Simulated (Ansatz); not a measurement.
This geometry of ClF2H5NO2Ta (12 atoms, charge 0, multiplicity 1) is a first-order saddle point.

Method: RHF/def2-SVP in Ansatz 0.2.0.

```xyz
12
Properties=species:S:1:pos:R:3
Ta -0.288 0.479 -0.200
F 1.790 -0.497 -0.372
F 0.448 1.121 1.423
Cl -0.602 -0.154 -2.494
O -1.840 1.461 -0.067
H -2.700 1.799 0.113
O -0.706 -1.213 0.475
H -0.391 -2.087 0.641
N 1.252 1.710 -0.990
H 1.230 2.004 -1.951
H 1.573 2.467 -0.409
H 1.966 0.434 -0.731
```

Q: Which two structures does it join? (They come from a converged band through this point; their orientation in space is the band's.)

A: Bonds broken: Ta1–F2, N9–H12. Bonds formed: F2–H12. ClF2H5NO2Ta becomes ClFH4NO2Ta + FH.

Image 0:

```xyz
12
Properties=species:S:1:pos:R:3
Ta -0.066 0.088 -0.100
F 1.607 -0.787 -0.392
F 0.687 0.799 1.490
Cl -0.517 -0.309 -2.448
O -1.455 1.362 -0.069
H -2.173 1.879 -0.386
O -0.931 -1.384 0.616
H -1.156 -2.253 0.898
N 1.265 1.843 -0.951
H 0.979 2.161 -1.863
H 1.282 2.633 -0.324
H 2.208 1.492 -1.031
```

Image 8:

```xyz
12
Properties=species:S:1:pos:R:3
Ta -0.558 0.716 -0.163
F 2.465 -0.924 -0.408
F 0.096 1.408 1.475
Cl -0.972 0.217 -2.480
O -2.226 1.519 0.043
H -3.056 1.906 -0.176
O -0.479 -1.065 0.371
H 0.154 -1.770 0.407
N 1.116 1.585 -0.866
H 1.278 1.784 -1.837
H 1.635 2.212 -0.275
H 2.278 -0.064 -0.650
```

Q: How far does it lie above each of them?

A: 43.8 kcal/mol above the first and 1.6 kcal/mol above the second. This is the barrier of this one path; another mechanism may lie lower. The orbitals stay closed-shell, which can raise the energy where a bond breaks towards radicals; this wasn't checked here.

Run time: 12 min on 4 threads of Arm Neoverse V1, on a shared host, peak memory 0.45 GiB.
